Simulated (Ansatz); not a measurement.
Molecule: sum formula HSiO3, charge -1, multiplicity 1. It need not be the lowest isomer of its formula. Whether it binds its extra electron was not tested at this geometry. 
Structure (B3LYP-D3(BJ)/def2-TZVP (Ansatz, a quantum-chemistry and plane-wave program) minimum search):
```xyz
5

Si     0.1505     0.0565     0.0005
O     -0.1284     1.5807    -0.0196
O      1.4053    -0.8393     0.0211
O     -1.2902    -0.8192    -0.0007
H     -2.0001    -0.1679    -0.0141
```
Charge -1, spin multiplicity 1.

Parts of the frozen-core correlation energy in cc-pVTZ (Ansatz, hartree). Frozen orbitals: 8; correlated occupied orbitals by spin: 12 and 12; virtual: 118 and 118. No spin-orbit coupling. Non-relativistic.

```json
[
 {"term": "reference (HF)", "value": "-514.34077"},
 {"term": "MP2 opposite-spin", "value": "-0.61832"},
 {"term": "MP2 same-spin", "value": "…"},
 {"term": "CCSD correlation", "value": "…"},
 {"term": "(T)", "value": "…"},
 {"term": "T1 diagnostic", "value": "0.017"},
 {"term": "largest doubles amplitude", "value": "0.038"}
]
```

**Question.** Fill in the missing entries.

**Answer.** 
- MP2 same-spin, value: -0.22134
- CCSD correlation, value: -0.83407
- (T), value: -0.03428
